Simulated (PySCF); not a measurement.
An unknown shows these calculated signals:

$^{1}$H NMR (300 MHz, computed): δ 7.63 (d, 1H), 7.62 (m, 1H), 6.83 (m, 1H), 6.76 (m, 1H), 6.48 (t, 1H), 6.45 (m, 1H), 4.81 (m, 2H).

$^{13}$C{$^{1}$H} NMR (computed): δ 159.5 (C), 154.9 (C), 154.2 (CH), 148.8 (CH), 136.6 (CH), 121.6 (CH), 118.5 (CH), 114.9 (CH).

Theoretical values (PySCF): NMR shieldings at PBE0/pcSseg-1/GIAO, GFN2-xTB geometry. One conformer, fast rotation and ring inversion assumed for equivalent nuclei, isolated molecule, non-relativistic Hamiltonian.

Chemical shifts δ = σref − σ; $^{1}$H (31.72 ppm), $^{13}$C (186.93 ppm) vs TMS, all at this level.

Question: Which of these does the molecule contain: a three-membered ring, a ketone, a Si–H bond, an NH or NH2 group, a heteroaromatic ring, a non-aromatic C=C double bond?

Answer: 
- A three-membered ring: no.
- A ketone: no.
- A Si–H bond: yes (δH 4.81 (m)).
- An NH or NH2 group: no.
- A heteroaromatic ring: yes.
- A non-aromatic C=C double bond: yes.

The data belong to `C1=CC(c2ccco2)=C[SiH2]1`, C8H8OSi; they needn't prove each group on their own.

Carbon signals by region: 8 in the sp2 and nitrile region (100–160 ppm).

Shifts are as computed. Against solution values, carbons near 30 ppm lie about +3 ppm off and those near 130 ppm about +5 ppm. Of 1211 compounds with measured shifts, 218 miss one by over three times the rms of a fit or turn the order of signals round; such compounds aren't used in these exercises. Multiplicities follow the n + 1 count of equivalent neighbours, as no J values were calculated; m marks all less simple cases, F and P coupling included.
